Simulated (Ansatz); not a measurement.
Computed with Ansatz on PBE0-D4/def2-TZVP structures; ΔE is electronic, products minus reactants. CBS: MP2 limit from def2 TZ/QZ plus the TZ coupled-cluster correction, frozen cores. This one scheme is used for every species. Functionals use def2-TZVPP. Each species was taken in one conformer, which may not be the lowest.

`CO[Si](F)(F)S` + H₂O → `CO[Si](O)(F)F` + H₂S  (formal hydrolysis of the Si–S bond)

```
         level  ΔE (eV)
     r2SCAN-D4    -0.59
      PBE-QIDH    -0.59
           PBE    -0.49
          BLYP    -0.62
        r2SCAN    -0.60
       r2SCAN0    -0.63
  MP2/def2-SVP    -0.63
MP2/def2-QZVPP    -0.57
```

Task: What does CCSD(T)/CBS give? (Best estimate.)

Result: The calculation gave: -0.58 eV. The listed levels differ from it by -0.01, -0.01, 0.09, -0.04, -0.02, -0.05, -0.05, 0.01 eV.

Task: What do rigid-rotor, harmonic-oscillator terms from PBE0-D4/def2-TZVP frequencies (298.15 K, 1 bar) make of the CCSD(T)/CBS value? (An estimate is asked.)

Result: Ansatz gave: ΔZPE = -0.05 eV, ΔH = -0.64 eV, ΔS = 2 J/(mol·K), ΔG = -0.65 eV.

Largest T1 diagnostic among the species: 0.012.

The D4 term adds +0.06 eV with B3LYP and +0.03 eV with PBE0; it sums over pairs of atoms, weighted by their polarisabilities, and B3LYP, whose exchange is more repulsive, gets the larger term. At CCSD(T), def2-SVP lies −0.06 eV from the extrapolated value and def2-TZVPP −0.05 eV.

B3LYP here is the variant with VWN-RPA as its local correlation; programs differ in this.
